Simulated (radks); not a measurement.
Ionisation of neutral vanadium, [Ar] 3d3 4s2, to [Ar] 3d4 as the strength of local exchange is varied. Method: scalar-relativistic Kohn-Sham, Slater X-alpha exchange (alpha = 2/3 is LDA exchange), no correlation, spin-polarised, spherical densities, finite nucleus; open shells are filled with parallel spins first; Fermi nuclear charge, rms radius 3.6002 fm; computed with a radial shooting solver on a logarithmic mesh with Libxc functionals.

alpha  E(V) (hartree)  exchange (hartree)  IE (eV)  -e of the level emptied (eV)  <r> of it (bohr)
0.587      -940.33434           -36.17864    5.624                    3.040 (4s)             3.693
0.617      -942.18604           -38.10033    5.510                    3.165 (4s)             3.669
0.667      -945.28006           -41.31849    5.302                    3.382 (4s)             3.628
0.671      -945.52800           -41.57677    5.285                    3.400 (4s)             3.625
0.697      -947.14117           -43.25857    5.167                    3.516 (4s)             3.603
0.7        -947.32747           -43.45296    5.153                    3.530 (4s)             3.601
0.84       -956.06064           -52.60042    4.415                    4.198 (4s)             3.485
0.893      -959.38661           -56.10211    4.089                    4.467 (4s)             3.441

NIST Atomic Spectra Database: 6.746 eV (measured). The central value is not met in this range of alpha. Open shells are spherical and high-spin; term and fine-structure splittings are not resolved.
